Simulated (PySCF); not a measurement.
Species: C3H8OSeSi.
SMILES with atom numbers: `[SiH3:1][O:2][C@@H:3]1[CH2:4][CH2:5][Se:6]1` (hydrogens: H7, H8, H9 on Si1; H10 on C3; H11, H12 on C4; H13, H14 on C5)

Computed by this run: PBE0-D3(BJ)/def2-SVP geometry optimisation, gas phase (PySCF 2.14.0); density fitting, grid level 1; the optimiser is geomeTRIC in internal coordinates, started from a GFN2-xTB structure with every atom displaced at random (about 0.01 Å).

Step 0: E = -78484.2780 eV
```
atom  x, y, z in Å  |  force x, y, z in eV/Å
Si1    -1.6893    1.4946    0.4240   -1.422   1.403  -0.102
O2     -0.4764    0.4559    0.4872    1.359  -2.019   0.147
C3      0.8270    0.6728    0.2758    1.728  -0.203   0.732
C4      1.7952   -0.4953    0.6269   -2.165   0.201   0.604
C5      2.9124    0.2688    1.2511   -0.466   0.841   0.416
Se6     1.8068    1.8925    1.5974    0.033  -0.390  -0.162
H7     -1.7780    2.1143   -0.9168   -0.148   0.101  -0.312
H8     -1.4839    2.5876    1.4001   -0.065   0.189   0.257
H9     -2.7862    0.5950    0.7383   -0.849  -0.025   0.112
H10     1.0408    1.0934   -0.7005   -0.008   0.238  -0.711
H11     1.2497   -1.1240    1.3789    0.383   0.352  -0.417
H12     2.0414   -1.1172   -0.2173    0.270  -0.542  -0.682
H13     3.3054   -0.1443    2.1594    0.496  -0.356   0.688
H14     3.6927    0.5225    0.5644    0.855   0.209  -0.569
```

Step 1: E = -78484.5558 eV
```
atom  x, y, z in Å  |  force x, y, z in eV/Å
Si1    -1.7416    1.4930    0.4164    0.413  -0.354   0.015
O2     -0.4599    0.3862    0.4803   -0.389   0.245   0.036
C3      0.8742    0.6717    0.2870   -0.292   0.000  -0.128
C4      1.7982   -0.4913    0.6243    0.236  -0.027  -0.146
C5      2.9541    0.2837    1.2679    0.151  -0.125  -0.029
Se6     1.8166    1.8497    1.6178   -0.034   0.125   0.049
H7     -1.8308    2.0759   -0.9561    0.008   0.070   0.009
H8     -1.5114    2.5616    1.4316    0.010   0.068  -0.033
H9     -3.0026    0.7592    0.7300    0.172  -0.049  -0.019
H10     1.0508    1.0976   -0.7208   -0.001  -0.036   0.101
H11     1.2914   -1.1096    1.3762   -0.080  -0.007   0.040
H12     2.0660   -1.1392   -0.2327   -0.035   0.090   0.103
H13     3.3838   -0.1636    2.1769   -0.024   0.028  -0.079
H14     3.7690    0.5418    0.5700   -0.135  -0.029   0.080
```

Problem. Estimate the geometry and energy of step 2. (The exact step hangs on the optimiser's Hessian estimate; all steps are aligned on step 1, rigid shifts and turns removed.)

Solution. E = -78484.5715 eV, largest force 0.221 eV/Å
```
atom  x, y, z in Å  |  force x, y, z in eV/Å
Si1    -1.7228    1.4942    0.4154    0.149  -0.163   0.012
O2     -0.4696    0.3743    0.4878   -0.164   0.084   0.036
C3      0.8593    0.6640    0.2911   -0.068  -0.006  -0.053
C4      1.7962   -0.4918    0.6224    0.055   0.010   0.008
C5      2.9460    0.2870    1.2672   -0.001  -0.046  -0.006
Se6     1.7964    1.8505    1.6244    0.017   0.018   0.015
H7     -1.8111    2.0813   -0.9565    0.017   0.040   0.012
H8     -1.4890    2.5731    1.4211    0.013   0.030  -0.032
H9     -2.9659    0.7451    0.7323    0.010  -0.018  -0.001
H10     1.0317    1.0931   -0.7127    0.015   0.009   0.007
H11     1.2871   -1.1144    1.3726   -0.015   0.009  -0.003
H12     2.0658   -1.1317   -0.2348   -0.004   0.010   0.010
H13     3.3818   -0.1603    2.1704   -0.003   0.005  -0.005
H14     3.7519    0.5523    0.5682   -0.023   0.016   0.001
```

The energy changes by -0.0157 eV. The first-order estimate −F·Δx gives -0.0247 eV and the mean of the old and new forces, exact on a quadratic surface, -0.0155 eV. The step makes an angle of 68° with the force vector and moves no atom by more than 0.039 Å.

What follows is the cost of the whole optimisation. On one thread of an Intel Xeon Platinum 8488C, no GPU (shared host), this took 61 s wall and 0.58 GiB of memory at its peak.
